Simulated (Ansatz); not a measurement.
```yaml
crystal:
  periodic: [false, false, false]
  atoms:
    - {symbol: F, position_ang: [-1.572165, 0.829699, -1.368256]}
    - {symbol: Si, position_ang: [-0.283742, 0.990144, -0.543599]}
    - {symbol: Si, position_ang: [0.300450, -0.984520, 0.361578]}
    - {symbol: Cl, position_ang: [-1.111252, -1.610077, 1.578622]}
    - {symbol: Cl, position_ang: [1.950450, -0.628085, 1.380184]}
    - {symbol: H, position_ang: [-0.519812, 1.931183, 0.498685]}
    - {symbol: H, position_ang: [0.748302, 1.454698, -1.409688]}
    - {symbol: H, position_ang: [0.576183, -2.037859, -0.551094]}
basis:
  gaussian: {orbitals: def2-TZVP, fitting: {mean_field: cc-pVTZ-jkfit}}
magnetization: {spin_polarized: true, initial_magnetization: 4}
hamiltonian: {xc: {name: LC-wPBE}}
```

```sh
$ ansatz run in.yaml --threads 4 --pin off --events-out ev --progress --plain --max-ram 10444MiB
```

It prints (some lines left out):

```
Functional definition: LC-wPBE
653 factors; integrals over basis functions are off by at most 8.4e-1 eV
653 factors; integrals over basis functions are off by at most 2.0e-5 eV
mean field evaluation 1: about -43542.5245 eV, gradient 2.6e1 eV
mean field evaluation 2: about -43536.5960 eV, gradient 5.0e1 eV
mean field evaluation 4: about -43546.0861 eV, gradient 1.9e0 eV
mean field evaluation 8: about -43546.2833 eV, gradient 3.2e-1 eV
mean field evaluation 16: about -43546.3011 eV, gradient 9.2e-2 eV
mean field evaluation 32: about -43546.3232 eV, gradient 2.0e0 eV
mean field -43546.36991085 eV, -1600.2995774342 hartree, gradient 9.5e-6 eV, S^2 6.011299; 6 other end points of the search recorded, 0 dependent functions left out
reference -43546.36991086 eV, -1600.2995774346 hartree; 39, 35 occupied and 158, 162 virtual orbitals, 653 factors
Total energy: -43546.36991086 eV, -1600.2995774346 hartree
```

Task: What is wrong with this run?

Result: The spin is set far too high for this molecule. Self-consistency was reached. The result belongs to that input, not to the molecule as meant.
